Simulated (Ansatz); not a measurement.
Relaxation of Cs₃ with UKS PBE/def2-TZVP.

```sh
$ ansatz run in.yaml --threads 4 --pin off --events-out ev --progress --plain --max-ram 3916MiB
```

```yaml
crystal:
  periodic: [false, false, false]
  atoms:
    - {symbol: Cs, position_ang: [-0.850920, 0.839060, 2.902390]}
    - {symbol: Cs, position_ang: [1.975830, -0.341200, -0.020560]}
    - {symbol: Cs, position_ang: [-1.124900, -0.497860, -2.881830]}
basis:
  gaussian: {orbitals: def2-TZVP}
magnetization: {spin_polarized: true, initial_magnetization: 1}
hamiltonian: {xc: pbe}
scf: {omitted_lower_state_checks: [starts]}
output: {orbitals: {seedname: orbitals}}
relax: {f_tol: 0.02, max_steps: 100}
```

Run time 18 s (4 threads of Arm Neoverse V2 on a shared host).

Positions (Å) and forces (eV/Å) at steps 1, 2, 3, 4, 6 of 6:

```xyz
3
step=1 energy=-1645.2217 eV
Cs   -0.851    0.839    2.902   -0.222    0.093    0.231
Cs    1.976   -0.341   -0.021    0.472   -0.080    0.001
Cs   -1.125   -0.498   -2.882   -0.250   -0.013   -0.232
3
step=2 energy=-1645.2531 eV
Cs   -0.861    0.849    2.935   -0.201    0.083    0.205
Cs    1.999   -0.345   -0.020    0.425   -0.072    0.000
Cs   -1.138   -0.503   -2.915   -0.225   -0.011   -0.205
3
step=3 energy=-1645.3845 eV
Cs   -0.946    0.901    3.096   -0.087    0.033    0.074
Cs    2.186   -0.377   -0.020    0.183   -0.031    0.000
Cs   -1.241   -0.524   -3.075   -0.096   -0.001   -0.074
3
step=4 energy=-1645.4219 eV
Cs   -1.041    0.931    3.150   -0.020    0.005    0.006
Cs    2.384   -0.411   -0.022    0.040   -0.007    0.000
Cs   -1.342   -0.520   -3.129   -0.021    0.002   -0.007
3
step=6 energy=-1645.4259 eV
Cs   -1.121    0.912    3.016    0.001    0.000   -0.002
Cs    2.532   -0.436   -0.020   -0.002    0.000    0.000
Cs   -1.411   -0.476   -2.996    0.001    0.000    0.002
```

In the def2 sets Cs takes a core potential; there is no spin–orbit coupling. The structure comes from a short search, and lower isomers may exist.
